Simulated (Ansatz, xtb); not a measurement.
# HInN2: where a starting geometry ends

The starting geometry of this gas-phase singlet was built from a drawn formula by distance geometry and a force field; its bonds are those of `[N]1=[N][InH]1`.

```
atom    x (Å)    y (Å)    z (Å)
  In  -1.9331   0.2861  -2.2467
   N  -3.2721   1.3343  -1.2929
   N  -3.2451   1.8355  -2.3912
   H  -0.3726  -0.0532  -2.4616
```

Question: Predict what it relaxes into with r2SCAN-D4/def2-SVP.

Answer: It loosens into HIn + N2, which stay close as a complex. Distances that change by over a tenth: In1–H4 (1.61 → 1.86 Å). Contacts that open: In1–N2 (1.95 → 2.98 Å), In1–N3 (2.04 → 4.08 Å).

The energy falls by 4.28 eV over 31 steps:

```json
{"step": "1", "E − E(last) (eV)": "4.284"}
{"step": "4", "E − E(last) (eV)": "1.679"}
{"step": "8", "E − E(last) (eV)": "0.094"}
{"step": "11", "E − E(last) (eV)": "0.053"}
{"step": "14", "E − E(last) (eV)": "0.046"}
{"step": "18", "E − E(last) (eV)": "0.043"}
{"step": "21", "E − E(last) (eV)": "0.028"}
{"step": "24", "E − E(last) (eV)": "0.005"}
{"step": "28", "E − E(last) (eV)": "0.000"}
{"step": "31", "E − E(last) (eV)": "0.000"}
```

Final geometry (Å):

```xyz
4

In   -1.5314   -0.9183   -1.6043
N    -3.1090    1.5860   -1.9514
N    -3.6404    2.5382   -2.1197
H    -0.5421    0.1967   -2.7170
```

From the same start GFN2-xTB reaches the same bonding as this run.

The end wasn't checked by frequencies. Atoms past krypton carry core potentials, without spin–orbit terms. Run with Ansatz 0.2.0, 2.3 min on 1 thread of AMD EPYC (Zen 3), with other jobs on the host.
